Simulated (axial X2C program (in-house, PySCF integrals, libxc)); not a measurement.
**Working with the constants of KO**

A bond curve at the PBE0 level, with spin–orbit coupling, was computed with an axial X2C code built on PySCF integrals (basis K dyall-cv3z [11s12p6d3f], O dyall-av3z [7s6p3d2f] (cores contracted in-house)) for the state Ω = 1/2 (⟨Sz⟩ = 0.50, ⟨Lz⟩ = 0.00 at PBE0). Its fit gives Re = 2.1518 Å, ωe = 426.1 cm⁻¹, ωexe = 2.61 cm⁻¹ and αe = 2.761e-03 cm⁻¹; the masses are 38.9637 and 15.9949 u. Two-component means X2C with spin–orbit coupling and atomic mean-field Coulomb and Gaunt terms.

(1) Find the reduced mass, Be and the force constant.

(2) Where do the fundamental and the first overtone lie?

(3) A Morse curve ties αe to the other constants (Pekeris). How well does that hold?

(4) Estimate the centrifugal constant by the Kratzer relation.

(5) The dipole moment p changes by 5.55 D/Å at Re. What harmonic infrared intensity follows?

The state is a single determinant with fixed occupations, the lowest that a limited PBE0 search found. Density functionals use the spin component along the axis (collinear). Other states lie close and PBE0, whose exact exchange favours high spin, may order them wrongly; the determinant shown need not be the ground state. The nearest other 2c determinant of the search, Ω = 3/2, lies 0.23 eV up at the distance of the search.

Answers

(1) From the PBE0 values: μ = 11.3398 u. Be = 16.8576/(μ Re²) = 0.3211 cm⁻¹. k = 5.8918×10⁻⁷ μ ωe² = 1.21 mdyn/Å.

(2) ν(1←0) = ωe − 2ωexe = 420.9 cm⁻¹; ν(2←0) = 2ωe − 6ωexe = 836.5 cm⁻¹.

(3) αe(Morse) = 6Be²/ωe × (√(ωexe/Be) − 1) = 2.687e-03 cm⁻¹; the PBE0 curve gives 2.761e-03 cm⁻¹, a ratio of 0.97.

(4) D = 4Be³/ωe² = 7.29e-07 cm⁻¹.

(5) I = 42.256 × (dp/dR)²/μ = 110 km/mol.
